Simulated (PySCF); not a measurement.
# Stretching LaB

Set-up: PySCF, spin-free X2C with a Gaussian nucleus, basis sets La x2c-SVPall, B x2c-SVPall. Energies in eV from La (5d1 6s2) + B in their ground configurations at the same level. State: quintet, about 0.0 electrons in the 4f shell (Mulliken).

All columns are M06. A positive dipole means La(−)B(+).

| R (Å) | E (eV) | μ (D) | Mulliken charge on La (basis-dependent) | HOMO (eV) | LUMO (eV) | Mayer bond order | ⟨S²⟩ |
| --- | --- | --- | --- | --- | --- | --- | --- |
| 2.012 | -1.725 | -2.81 | 0.33 | -3.69 | -2.48 | 2.05 | 6.00 |
| 2.106 | -2.168 | -3.29 | 0.35 | -3.80 | -2.32 | 1.98 | 6.00 |
| 2.200 | -2.416 | -3.71 | 0.36 | -3.90 | -2.18 | 1.92 | 6.00 |
| 2.270 | -2.504 | -3.98 | 0.37 | -3.96 | -2.09 | 1.88 | 6.00 |
| 2.340 | -2.528 | -4.22 | 0.37 | -4.02 | -2.01 | 1.85 | 6.00 |
| 2.410 | -2.500 | -4.43 | 0.37 | -4.07 | -1.96 | 1.82 | 6.00 |
| 2.504 | -2.402 | -4.67 | 0.35 | -4.12 | -2.01 | 1.80 | 6.00 |
| 2.621 | -2.211 | -4.91 | 0.33 | -4.16 | -2.05 | 1.78 | 6.00 |
| 2.761 | -1.920 | -5.12 | 0.30 | -4.18 | -2.08 | 1.76 | 6.00 |
| 2.948 | -1.488 | -5.28 | 0.27 | -4.08 | -2.10 | 1.72 | 6.00 |

A fit through these points gives, at Re = 2.335 Å, μ = -4.20 D and dμ/dR = -3.26 D/Å; the reduced mass is 10.2 u.

Problem. How strong is the fundamental in the double-harmonic approximation, I = 42.26·(dμ/dR)²/μred km/mol?

Solution. I = 42.26·(-3.26)²/10.2 = 44.0 km/mol at M06.

These are scalar-relativistic numbers at best; spin–orbit coupling would shift them, the dissociation energy most. The state is the lowest single determinant that the PBE0 search found; with open d or f shells the true ground state can be another one.
